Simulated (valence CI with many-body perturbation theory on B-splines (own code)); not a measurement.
**E1 line list for Ti+**

Computed by relativistic CI+MBPT: three valence electrons over a frozen Dirac-Fock core [Ar], radial functions for each j: 7 s, 7 p, 8 d, 6 f, 4 g, 1 h, with the one-electron correlation potential Σ1 (screened to all orders), the two-electron term Σ2, the three-electron term Σ3, Breit, model QED; selected single and double excitations, second order for the rest, scaled by the run's own slope (own B-spline code, finite nucleus).

Set against measurement, 52 paired levels are off by 450 cm⁻¹ on average, the worst by 1295. These come from a selection out of the NIST Handbook of Basic Atomic Spectroscopic Data. Levels without a partner in it may be off by more, other configurations by 1,000 to 4,000 cm⁻¹.

Lines 1 to 50 of 421 in falling wavelength, among levels below 80950 cm⁻¹, chosen from the strongest by gf and those to the six lowest levels. Wavelengths and rates use the calculated energies, so an error of 400 cm⁻¹ moves a line at 22940 Å by 9.2 % and its rate by three times that or more. Electric multipoles are in the length gauge, E1 and E2 with the static RPA response of the core. Weak lines are less certain than strong ones. Lines between different terms over intervals too small for the method are left out, as are lines whose strength nearly cancels. Where a level lies close to another of its J and parity, the split of strength between their lines is uncertain. The highest levels of a list are the least certain.

Names give the largest LS component (configuration and term), which can be under half, so a name can repeat, a term be missing and a line seem to break the LS rules; names also repeat where a configuration has a term twice. Letters in brackets count levels of one name in rising energy.

| λ vac (Å) | Upper | Lower | A (s⁻¹) | log gf | Branch % |
| --- | --- | --- | --- | --- | --- |
| 22940 | 3d²5p ²G°_9/2 | 3d²4d ²H_11/2 [a] | 2.84e+06 | 0.35 | 3.3 |
| 22930 | 3d²5p ²G°_7/2 | 3d²4d ²H_9/2 [a] | 2.89e+06 | 0.26 | 3.3 |
| 21830 | 3d²5p ²D°_5/2 [b] | 3d²4d ²D_5/2 [b] | 1.88e+06 | -0.09 | 2.7 |
| 21470 | 3d²5p ⁴D°_5/2 | 3d²4d ⁴P_3/2 [a] | 1.17e+06 | -0.31 | 1.4 |
| 21440 | 3d²5p ⁴D°_7/2 | 3d²4d ⁴P_5/2 [a] | 1.66e+06 | -0.04 | 2.1 |
| 21340 | 3d²5p ²D°_3/2 [b] | 3d²4d ²D_3/2 [b] | 1.57e+06 | -0.37 | 2.2 |
| 19910 | 3d²5p ²G°_7/2 | 3d²4d ²G_7/2 [a] | 1.15e+06 | -0.26 | 1.3 |
| 19780 | 3d²5p ²G°_9/2 | 3d²4d ²G_9/2 [a] | 1.16e+06 | -0.17 | 1.4 |
| 19290 | 3d²5p ²F°_5/2 [b] | 3d²4d ²G_7/2 [b] | 4.27e+06 | 0.15 | 5.1 |
| 19010 | 3d²5p ²F°_7/2 [b] | 3d²4d ²G_9/2 [b] | 4.34e+06 | 0.27 | 5.2 |
| 17580 | 3d²4d ⁴P_5/2 [b] | 3d²5p ⁴D°_7/2 | 1.42e+06 | -0.40 | 0.4 |
| 16770 | 3d²5p ²F°_7/2 [b] | 3d²4d ²F_7/2 [b] | 1.41e+06 | -0.32 | 1.7 |
| 16630 | 3d4s4p ²F°_5/2 [b] | 3d²4d ²G_7/2 [a] | 2.23e+06 | -0.26 | 0.3 |
| 16460 | 3d²5p ⁴G°_5/2 | 3d²4d ⁴H_7/2 | 5.27e+06 | 0.11 | 10.8 |
| 16460 | 3d²5p ⁴G°_7/2 | 3d²4d ⁴H_9/2 | 4.58e+06 | 0.17 | 10.1 |
| 16440 | 3d4s4p ²F°_7/2 [b] | 3d²4d ²G_9/2 [a] | 2.18e+06 | -0.15 | 0.3 |
| 16400 | 3d²5p ⁴G°_9/2 | 3d²4d ⁴H_11/2 | 4.75e+06 | 0.28 | 11.4 |
| 16290 | 3d4s4p ²D°_3/2 [b] | 3d²5s ²F_5/2 | 3.40e+06 | -0.27 | 0.4 |
| 16280 | 3d²5p ²D°_5/2 [a] | 3d²4d ²D_5/2 [a] | 2.72e+06 | -0.19 | 0.4 |
| 16260 | 3d²5p ⁴G°_11/2 | 3d²4d ⁴H_13/2 | 6.10e+06 | 0.46 | 14.7 |
| 16240 | 3d4s4p ²D°_5/2 [b] | 3d²5s ²F_7/2 | 3.27e+06 | -0.11 | 0.4 |
| 16040 | 3d²5p ⁴G°_9/2 | 3d²4d ⁴H_9/2 | 1.01e+06 | -0.41 | 2.4 |
| 15900 | 3d²5p ⁴G°_7/2 | 3d²4d ⁴G_9/2 | 1.59e+06 | -0.32 | 3.5 |
| 15890 | 3d²5p ⁴G°_11/2 | 3d²4d ⁴H_11/2 | 8.41e+05 | -0.42 | 2.0 |
| 15870 | 3d²5p ⁴G°_9/2 | 3d²4d ⁴G_11/2 | 1.34e+06 | -0.29 | 3.2 |
| 15680 | 3d²5p ⁴G°_5/2 | 3d²4d ⁴G_5/2 | 1.68e+06 | -0.43 | 3.5 |
| 15680 | 3d²5p ²D°_5/2 [b] | 3d²4d ²F_7/2 [b] | 4.17e+06 | -0.04 | 6.0 |
| 15590 | 3d²5p ²D°_3/2 [b] | 3d²4d ²F_5/2 [b] | 4.11e+06 | -0.22 | 5.8 |
| 15500 | 3d²5p ⁴G°_9/2 | 3d²4d ⁴G_9/2 | 1.17e+06 | -0.38 | 2.8 |
| 15380 | 3d²5p ⁴G°_11/2 | 3d²4d ⁴G_11/2 | 1.50e+06 | -0.19 | 3.6 |
| 15040 | 3d²5p ⁴F°_3/2 | 3d²4d ⁴G_5/2 | 4.83e+06 | -0.18 | 7.0 |
| 15020 | 3d²5p ⁴F°_5/2 | 3d²4d ⁴G_7/2 | 4.01e+06 | -0.09 | 5.6 |
| 14980 | 3d²5p ⁴F°_7/2 | 3d²4d ⁴G_9/2 | 3.80e+06 | 0.01 | 5.2 |
| 14940 | 3d²5p ⁴F°_9/2 | 3d²4d ⁴G_11/2 | 4.02e+06 | 0.13 | 5.9 |
| 14360 | 3d²5p ⁴D°_7/2 | 3d²4d ⁴D_7/2 [a] | 2.48e+06 | -0.21 | 3.1 |
| 13590 | 3d²5p ²S°_1/2 | 3d²5s ²P_3/2 | 7.09e+06 | -0.41 | 10.6 |
| 13380 | 3d²5p ²F°_5/2 [a] | 3d²5s ²F_5/2 | 8.08e+06 | 0.11 | 1.5 |
| 13370 | 3d²5p ²F°_7/2 [a] | 3d²5s ²F_7/2 | 8.16e+06 | 0.24 | 1.5 |
| 12880 | 3d²4d ²H_11/2 [b] | 3d²5p ²G°_9/2 | 5.05e+06 | 0.18 | 1.3 |
| 12570 | 3d²4d ²H_9/2 [b] | 3d²5p ²G°_7/2 | 5.40e+06 | 0.11 | 1.4 |
| 10930 | 3d²5p ⁴G°_5/2 | 3d²5s ⁴F_3/2 | 2.27e+07 | 0.39 | 46.6 |
| 10890 | 3d²5p ⁴G°_7/2 | 3d²5s ⁴F_5/2 | 2.33e+07 | 0.52 | 51.4 |
| 10870 | 3d²5p ⁴G°_9/2 | 3d²5s ⁴F_7/2 | 2.46e+07 | 0.64 | 58.9 |
| 10850 | 3d²5p ⁴G°_11/2 | 3d²5s ⁴F_9/2 | 2.62e+07 | 0.74 | 62.9 |
| 10820 | 3d²5p ²F°_5/2 [b] | 3d²5s ²D_3/2 | 2.34e+07 | 0.39 | 28.1 |
| 10810 | 3d²4d ²G_9/2 [c] | 3d²5p ²F°_7/2 [a] | 2.17e+06 | -0.42 | 0.5 |
| 10760 | 3d²5p ⁴F°_5/2 | 3d²5s ⁴F_7/2 | 4.22e+06 | -0.36 | 5.9 |
| 10730 | 3d²5p ²F°_7/2 [b] | 3d²5s ²D_5/2 | 2.71e+07 | 0.57 | 32.6 |
| 10630 | 3d²5p ⁴F°_9/2 | 3d²5s ⁴F_9/2 | 2.69e+07 | 0.66 | 39.5 |
| 10610 | 3d²5p ⁴F°_3/2 | 3d²5s ⁴F_3/2 | 2.35e+07 | 0.20 | 34.1 |

(1) How does gf follow from A for the line at 10850 Å?

## Answers

(1) gf = 1.4992 × (2J+1)_upper × A / σ², with σ = 9216 cm⁻¹ and 2J+1 = 12: gf = 5.54.
